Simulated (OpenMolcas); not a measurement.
A calculation on Mn²⁺.

```
Program             : OpenMolcas
Method              : MS-RASPT2, IPEA 0.25 Eh, imaginary shift 0.1 Eh (closed shells correlated: 3s 3p)
Basis               : ANO-RCC-VTZP [6s5p3d2f1g]
Scalar Hamiltonian  : DKH2, point nucleus
Active space        : 5 electrons in 9 orbitals (RAS2 3d 4s; RAS3 4p, at most 2 electrons)
State averaging     : 2S+1 = 6 even, 6 roots; 2S+1 = 4 even, 64 roots kept (CI in the orbitals of an earlier block); 2S+1 = 2 even, 88 roots kept (CI in the orbitals of an earlier block); 2S+1 = 6 odd, 15 roots; 2S+1 = 4 odd, 10 roots kept (CI in the orbitals of an earlier block); 2S+1 = 2 odd, 9 roots kept (CI in the orbitals of an earlier block, 0 in the spin-orbit step)
Spin-orbit coupling : RASSI with atomic mean-field integrals over the reference wave functions, term energies averaged over their components
```

Q: Which level of the active space comes out lowest?

A: 3d⁵ ⁶S_5/2, with 100 % of that term; it is also the measured ground level.

Q: How high does 3d⁵ ²I_11/2 lie?

A: 40180 cm⁻¹ above the lowest level; measured 39174 cm⁻¹ above the ground level, so the calculation is off by +3 %.

Q: How high does 3d⁵ ⁴D_5/2 lie?

A: 32530 cm⁻¹ above the lowest level; measured 32384 cm⁻¹ above the ground level, so the calculation is off by 0 %.

Q: How high does 3d⁵ ⁴D_1/2 lie?

A: 32490 cm⁻¹ above the lowest level; measured 32369 cm⁻¹ above the ground level, so the calculation is off by 0 %.

Q: The level at 29550 cm⁻¹ has J = 5/2. What is it made of, and what is its g factor?

A: 96 % 3d⁵ ⁴P_5/2, 4 % 3d⁵ ⁴D; g = 1.591, against 1.601 from Landé's formula for the pure leading term.

Measured values: Corliss and Sugar, J. Phys. Chem. Ref. Data 6, 1253 (1977).

Term energies are means over components that CASPT2 splits; among the terms shown or strongly mixed into the levels shown the widest spread is 130 cm-1 (3d⁵ ²I). Over all roots computed the reference weight is 0.87 to 0.95; the roots of lowest weight are the least certain, and an intruder state may touch them. Blocks of more than 70 roots (2S+1 = 2 even) ran without multistate coupling. Some high roots are left out of the spin-orbit mixing, which shifts the levels that they would mix with. Terms from blocks run as CI alone lack orbitals of their own. Measured partners are found by configuration, term and J. A level has none where our copy of the source lacks it or the pairing is in doubt (some pairs that miss far off the trend of their configuration count as doubtful), and it then counts in no deviation. Only configurations of the active space appear.
